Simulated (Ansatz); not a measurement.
The same path of Cl2F2Ti + H2 (7 atoms, charge 0, multiplicity 1) was run twice with different band settings.

The calculation used RKS PBE/def2-SVP (Ansatz 0.2.0).

Relaxed end points:

```xyz
7
Properties=species:S:1:pos:R:3
Ti -0.273 -0.319 -0.031
Cl -0.425 -0.434 2.149
F 1.388 -0.138 -0.502
Cl -1.445 1.359 -0.798
F -0.874 -1.795 -0.720
H 1.502 2.672 1.124
H 1.255 2.304 1.753
```

```xyz
7
Properties=species:S:1:pos:R:3
Ti -0.050 -0.565 -0.245
Cl 0.892 -0.599 1.726
F 0.827 -1.608 -1.322
Cl -0.061 1.469 -1.051
F -1.681 -1.146 -0.116
H 0.539 2.856 1.666
H 0.662 3.243 2.318
```

Common settings: spring 5.0 eV/Å²; optimiser quadratic models (default); start path through a guess of the saddle point; force threshold 0.03 eV/Å; iteration limit 60; end points relaxed.

| run | movable images | climbing image |
| --- | --- | --- |
| 1 | 7 | yes |
| 2 | 4 | no |

Q: What does each run give, and how far can it be trusted?

A: Run 1: converged after 20 iterations, highest image 0.003 eV above the first end. The top lies less than 8 meV above the higher end, about what the thresholds resolve: the motion is nearly free. A vibrational analysis at the climbing image gives one clearly imaginary mode, 117i cm⁻¹, and a faint second one (12i cm⁻¹) that may be numerical noise or a soft torsion: probably a first-order saddle point.
Run 2: converged after 26 iterations, highest image 0.001 eV above the first end. The top lies less than 8 meV above the higher end, about what the thresholds resolve: the motion is nearly free. No image climbed, so the highest image needn't sit at the top of the path.
